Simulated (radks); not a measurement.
Spherical quantum dot in the effective-mass picture: electrons in a hard-walled sphere of radius 8.46, all in effective atomic units (hartree* = m*/eps^2 hartree, bohr* = eps/m* bohr), one dielectric constant everywhere. Calculated with a radial shooting solver with Libxc functionals: non-relativistic Kohn-Sham, PBEsol, spin-polarised, spherical densities. Levels are named by radial order and angular momentum (1s, 1p, 1d, 2s, ...), and open shells are averaged over m. Results are scaled to m* = 0.113 and eps = 11.9, for which hartree* = 21.71 meV and bohr* = 5.573 nm.

N = 13, configuration 1s2 1p6 1d(up 5, down 0). This is the lowest configuration that the search found. Occupied levels:

| level | occupation | eigenvalue (meV) | <r> (nm) |
|---|---|---|---|
| 1s up | 1 | 40.990 | 33.47 |
| 1s down | 1 | 41.659 | 33.11 |
| 1p up | 3 | 41.673 | 34.10 |
| 1p down | 3 | 42.364 | 33.86 |
| 1d up | 5 | 42.937 | 34.82 |

Energy (meV): total 288.255, kinetic 63.031, external 0, Hartree 276.60, exchange-correlation -51.379.
